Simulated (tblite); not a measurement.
Isomers of C3H10O3SSi. Method: GFN2-xTB as coded in tblite; computed harmonic values from a numerical Hessian at the method's own geometry, unscaled. Errors from tens to a few hundred cm⁻¹ against measured bands are possible. Modes of hydrogen on silicon can be 10 to 20 % off. One conformer each.

Electronic energies: GFN2-xTB at the same geometries; isomer energies are rough at this level and their order can be wrong.

| SMILES | electronic energy, lowest = 0 (kcal/mol) |
| --- | --- |
| C[SiH2]OCS(C)(=O)=O | 89.5 |
| CCS(=O)(=O)OC[SiH3] | 99.0 |
| CC(C)S[Si](O)(O)O | 0.0 |
| CCOS(=O)(=O)C[SiH3] | 94.7 |
| CCS(=O)(=O)C[SiH2]O | 80.5 |

How do GFN2-xTB zero-point energies change the relative energies?

```csv
SMILES,ZPE (kcal/mol),of it from modes above 1550 cm⁻¹,electronic (kcal/mol),"with ZPE, lowest = 0 (kcal/mol)",lowest mode (cm⁻¹),rings
CC(C)S[Si](O)(O)O,85.6,46.0,0.0,0.0,36,0
CCS(=O)(=O)C[SiH2]O,82.4,42.2,80.5,77.3,17,0
C[SiH2]OCS(C)(=O)=O,82.0,41.2,89.5,85.9,61,0
CCOS(=O)(=O)C[SiH3],80.9,39.9,94.7,90.0,15,0
CCS(=O)(=O)OC[SiH3],81.0,39.8,99.0,94.5,6,0
```

The zero-point energies span 4.7 kcal/mol, from `CCOS(=O)(=O)C[SiH3]` to `CC(C)S[Si](O)(O)O`. The order is unchanged.
